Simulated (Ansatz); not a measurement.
C2H7NOSi can be A, `C[SiH2]C(=N)O`, or B, `CN(C)[Si]O`.

Calculated with Ansatz (gas phase, PBE0-D4/def2-TZVP geometries, no zero-point term in ΔE). CBS: MP2 limit from def2 TZ/QZ plus the TZ coupled-cluster correction, frozen cores. DFT in def2-TZVPP. B3LYP here is the variant with VWN-RPA as its local correlation; programs differ in this. One conformer a species, not always the lowest.

Question: Which isomer does CCSD(T)/CBS put lower? Give the gap. (Best estimate.)

Answer: Computed: B, by 92.0 kJ/mol.

Question: Give E(B) − E(A) in kJ/mol with MP2/def2-TZVPP, BLYP-D4, ωB97M-V, CCSD/def2-TZVPP, B3LYP, B3LYP-D4, CCSD(T)/def2-TZVPP. (Best estimate.)

Answer: The calculation gave: MP2/def2-TZVPP -94.1, BLYP-D4 -87.1, ωB97M-V -93.5, CCSD/def2-TZVPP -93.3, B3LYP -85.0, B3LYP-D4 -89.5, CCSD(T)/def2-TZVPP -91.0. None reverses the order clearly.

Question: Does the order hold for the free energy at 298.15 K (harmonic terms from PBE0-D4)? (Best estimate.)

Answer: Ansatz gave: Yes: G(B) − G(A) = -75.4 kJ/mol, for one conformer each. Modes under 60 cm⁻¹, often nearly free rotors, make the harmonic entropy too high.

Largest T1 diagnostic: 0.013.

From PBE to PBE0 (25 % exact exchange), in def2-TZVPP and without D4, E(B) − E(A) moves by −4.2 kJ/mol. The D4 term adds −4.4 kJ/mol with B3LYP and −2.2 kJ/mol with PBE0; it sums over pairs of atoms, weighted by their polarisabilities, and B3LYP, whose exchange is more repulsive, gets the larger term.
